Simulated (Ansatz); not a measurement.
`[SiH3]CCBr` + H₂ → `CCBr` + SiH₄ at 600 K and 1 bar (hydrogenolysis of a C–Si bond).

Computed with Ansatz on PBE0-D4/def2-TZVP structures; ΔE is electronic, products minus reactants. CCSD(T)/CBS adds triple-zeta CCSD(T) − MP2 to the extrapolated MP2 energy (def2 sets, frozen cores). This one scheme is used for every species. For Br outer-core shells are correlated without core-valence functions, which leaves a few kJ/mol of doubt a bond. Scalar relativity is left out up to krypton. One conformer a species, not always the lowest.

| species | CCSD(T)/CBS energy (Eh) | H − E (kJ/mol) | S (J/(mol·K)) |
| --- | --- | --- | --- |
| `[SiH3]CCBr` | -2942.71474 | 271.0 | 430.2 |
| H₂ | -1.17544 | 43.9 | 150.8 |
| `CCBr` | -2652.43806 | 211.8 | 342.1 |
| SiH₄ | -291.46306 | 108.7 | 242.3 |

H − E and S are ideal-gas, rigid-rotor, harmonic terms from PBE0-D4/def2-TZVP, for one conformer and one mirror image of each species. For small species the MP2-based limit differs from directly extrapolated CCSD(T) by up to some mEh (0.8 for H₂); such offsets cancel only in part. 1 Eh = 2625.50 kJ/mol, R = 8.31446 J/(mol·K).

**Question.** By hand: ΔE, ΔH, ΔS and ΔG.

**Answer.** ΔE = (-2652.43806) + (-291.46306) − (-2942.71474) − (-1.17544) = -0.01094 Eh = -28.7 kJ/mol. Δ(H − E) = 211.8 + 108.7 − 271.0 − 43.9 = 5.6, so ΔH = -23.1 kJ/mol. ΔS = 342.1 + 242.3 − 430.2 − 150.8 = 3.4 J/(mol·K). ΔG = -23.1 − 600 × (3.4)/1000 = -25.1 kJ/mol.

**Question.** By hand: the equilibrium constant, and the temperature at which ΔG would vanish if ΔH and ΔS stayed fixed.

**Answer.** log₁₀ K = −ΔG/(RT ln 10) = 2.2. ΔH and −TΔS have one sign here, so there is no such temperature.

The number of gas molecules stays the same, so ΔS is small and ΔH decides. A doubt of 5 kJ/mol in ΔE shifts log₁₀ K by 0.4 here. Other conformers and mirror images would add mixing entropy, several J/(mol·K) or more a flexible species. These are equilibria of isolated gas molecules and say nothing of rates. Largest T1 diagnostic: 0.011 (customary marks: 0.02 for closed shells, 0.045 for open ones).

ΔS is within the doubt of such terms, so its sign, and with it that verdict, could turn.
